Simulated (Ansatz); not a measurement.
One change: `[NH2][In]([Br])[Br]` becomes `[NH2][In]([F])[Br]`.

Ansatz, PBE0-D4/def2-TZVP geometries, multiplicity 1. Each molecule was computed in one conformer, which needn't be the lowest.

Elements past krypton have def2 core potentials. Scalar relativity is left out up to krypton.

```csv
property,`[NH2][In]([Br])[Br]`
"ideal-gas entropy at 298 K and 1 bar (rigid rotor, harmonic PBE0-D4/def2-TZVP) / J/(mol·K)",380
HOMO–LUMO gap (B3LYP/def2-TZVPP) / eV,5.23
HOMO–LUMO gap (ωB97M-V/def2-TZVPP) / eV,9.95
LUMO energy (PBE/def2-TZVPP) / eV,-3.01
LUMO energy (PBE0/def2-TZVPP) / eV,-2.17
size of the dipole moment (PBE/def2-TZVPP) / D,2.59
```

(1) What does the change do to each property? (Estimate.)

## Answers

(1) Computed: 
```csv
property,`[NH2][In]([F])[Br]`,shift
"ideal-gas entropy at 298 K and 1 bar (rigid rotor, harmonic PBE0-D4/def2-TZVP) / J/(mol·K)",358,-22
HOMO–LUMO gap (B3LYP/def2-TZVPP) / eV,5.37,0.14
HOMO–LUMO gap (ωB97M-V/def2-TZVPP) / eV,10.15,0.20
LUMO energy (PBE/def2-TZVPP) / eV,-3.06,-0.05
LUMO energy (PBE0/def2-TZVPP) / eV,-2.19,-0.02
size of the dipole moment (PBE/def2-TZVPP) / D,3.13,0.54
```

Dipoles are sizes alone; their direction can turn.

B3LYP here is the variant with VWN-RPA as its local correlation; programs differ in this.

Spin–orbit coupling is left out; it splits and shifts lone-pair levels of the heavy atoms by tenths of an eV.
